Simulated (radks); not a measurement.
The numbers below are computed, except where a source is named.
Question: All-electron atom: Dy+ in [Kr] 4d10 4f10 5s2 5p5 6s2 (not the ground configuration). Code: a radial shooting solver on a logarithmic mesh with Libxc functionals. Model: scalar-relativistic Kohn-Sham, XLYP, spin-polarised, spherical densities, finite nucleus; open shells are filled with parallel spins first (spin-orbit coupling, left out, can overturn this in heavy ions); Fermi nuclear charge, rms radius 5.2218 fm. Some entries of the table are withheld. Estimate them.

orbital  occ.  eigenvalue (eV)  <1/r> (bohr^-1)
1s up       1        -53672.41            74.56
1s down     1        -53672.33            74.56
2s up       1        -8947.462            17.33
2s down     1        -8947.391            17.33
2p up       3        -7941.408            16.10
2p down     3        -7941.324            16.10
3s up       1        -2000.550            6.374
3s down     1        -1998.961            6.378
3p up       3        -1691.635            5.975
3p down     3        -1690.044            5.978
3d up       5        -1293.943            5.667
3d down     5        -1292.712            5.671
4s up       1        -405.9569            2.688
4s down     1        -402.3680            2.687
4p up       3        -304.2759            2.465
4p down     3        -300.7306            2.464
4d up       5        -165.7800            2.172
4d down     5        -162.2723            2.170
5s up       1         -61.2196            1.031
5s down     1         -58.7156            1.021
5p up       3         -36.9744           0.8675
5p down     2         -34.9240           0.8531
4f up       7         -15.7372            1.580
4f down     3         -12.4850            1.555
6s up       1         -10.4397           0.3665
6s down     1         -10.1797           0.3595
5d up       0              (1)           0.5403
5d down     0              (2)           0.5109
6p up       0              (3)              (4)
6p down     0              (5)              (6)

Answer: 
(1) 5d up eigenvalue (eV): -9.8466
(2) 5d down eigenvalue (eV): -8.9696
(3) 6p up eigenvalue (eV): -6.3882
(4) 6p up <1/r> (bohr^-1): 0.2830
(5) 6p down eigenvalue (eV): -6.2477
(6) 6p down <1/r> (bohr^-1): 0.2787
